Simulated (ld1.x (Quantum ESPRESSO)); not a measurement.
u(r) = r·R(r): atom against pseudo-atom (Nd (Z = 60))

Columns: radius, all-electron u(r) and pseudo u(r) of the 5d shell (level -13.71 eV) of neodymium in the configuration [Kr] 4d10 4f4 5s2 5p6 5d0 6s0 6p0; LDA (PZ), scalar-relativistic, TM scheme, ld1.x (Quantum ESPRESSO) 7.5.

```json
{"r (bohr)": "0.145", "all-electron": "0.1881", "pseudo": "0.0013"}
{"r (bohr)": "0.290", "all-electron": "-0.0139", "pseudo": "0.0100"}
{"r (bohr)": "0.435", "all-electron": "-0.2487", "pseudo": "0.0323"}
{"r (bohr)": "0.580", "all-electron": "-0.2831", "pseudo": "0.0721"}
{"r (bohr)": "0.725", "all-electron": "-0.1752", "pseudo": "0.1299"}
{"r (bohr)": "0.870", "all-electron": "-0.0110", "pseudo": "0.2032"}
{"r (bohr)": "1.015", "all-electron": "0.1576", "pseudo": "0.2870"}
{"r (bohr)": "1.160", "all-electron": "0.3069", "pseudo": "0.3742"}
{"r (bohr)": "1.305", "all-electron": "0.4286", "pseudo": "0.4578"}
{"r (bohr)": "1.450", "all-electron": "0.5220", "pseudo": "0.5315"}
{"r (bohr)": "1.595", "all-electron": "0.5897", "pseudo": "0.5911"}
{"r (bohr)": "1.740", "all-electron": "0.6352", "pseudo": "0.6345"}
{"r (bohr)": "1.885", "all-electron": "0.6625", "pseudo": "0.6619"}
{"r (bohr)": "2.030", "all-electron": "0.6748", "pseudo": "0.6747"}
{"r (bohr)": "2.175", "all-electron": "0.6752", "pseudo": "0.6754"}
{"r (bohr)": "2.320", "all-electron": "0.6662", "pseudo": "0.6664"}
{"r (bohr)": "2.465", "all-electron": "0.6499", "pseudo": "0.6499"}
{"r (bohr)": "2.610", "all-electron": "0.6279", "pseudo": "0.6279"}
{"r (bohr)": "2.755", "all-electron": "0.6019", "pseudo": "0.6019"}
{"r (bohr)": "2.900", "all-electron": "0.5730", "pseudo": "0.5730"}
{"r (bohr)": "3.045", "all-electron": "0.5423", "pseudo": "0.5423"}
{"r (bohr)": "3.190", "all-electron": "0.5105", "pseudo": "0.5105"}
{"r (bohr)": "3.335", "all-electron": "0.4784", "pseudo": "0.4784"}
{"r (bohr)": "3.480", "all-electron": "0.4464", "pseudo": "0.4464"}
{"r (bohr)": "3.625", "all-electron": "0.4150", "pseudo": "0.4150"}
{"r (bohr)": "3.770", "all-electron": "0.3846", "pseudo": "0.3846"}
```

Task: How many radial nodes do the two functions have?

Result: The all-electron 5d function has n − l − 1 = 2; the pseudo-wave has 0, since the states of the same l below it are removed with the core.

Task: Where does each function peak?

Result: Outermost all-electron maximum near 2.17 bohr, pseudo maximum near 2.17 bohr (to the table’s step).

Task: Is the pseudo-wave norm-conserving?

Result: Yes: the TM scheme keeps the norm inside the radius equal to the all-electron one, which fixes the energy derivative of the logarithmic derivative at the level.
